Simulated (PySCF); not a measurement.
**From computed data to an observable: chemical shift, span and skew from a shielding tensor**

CH3BrF2Ge, SMILES [Ge]([F])([F])([Br])[CH3]. Atoms are numbered in the order given.

```xyz
8

C     -1.6817    -1.5542     0.0000
Ge     0.0321    -0.6682     0.0000
F      0.9841    -1.1490     1.3665
F      0.9841    -1.1490    -1.3665
Br    -0.0758     1.6157     0.0000
H     -2.2399    -1.2578     0.8987
H     -2.2399    -1.2578    -0.8987
H     -1.5182    -2.6412     0.0000
```
Charge 0, spin multiplicity 1.

Coordinates come from a TPSSh-D3(BJ)/def2-SVP optimisation.

GIAO shieldings from PBE/pcSseg-1 (PySCF), non-relativistic, no solvent. The symmetric part of the tensor of F3 has the principal values 180.4, 249.6, 347.5 ppm. The same nucleus in CFCl3 has σ = 133.6 ppm at this level (PySCF, at its B3LYP-D3(BJ)/def2-TZVP geometry). Without spin–orbit terms, shifts of atoms bonded to Cl or Br come out too high.

**Question.** Work out the isotropic shielding, the ¹⁹F shift against CFCl3, the span and the skew.

**Answer.** 
σ(iso) = (σ11 + σ22 + σ33)/3 = 259.2 ppm. δ = σ(ref) − σ(iso) = 133.6 − (259.2) = -125.6 ppm.
Span Ω = σ33 − σ11 = 167.1 ppm. Skew κ = 3(σ(iso) − σ22)/Ω = 0.17. Tumbling in solution averages the tensor to δ; in a static solid the shielding alone would spread this spin-1/2 line over Ω.
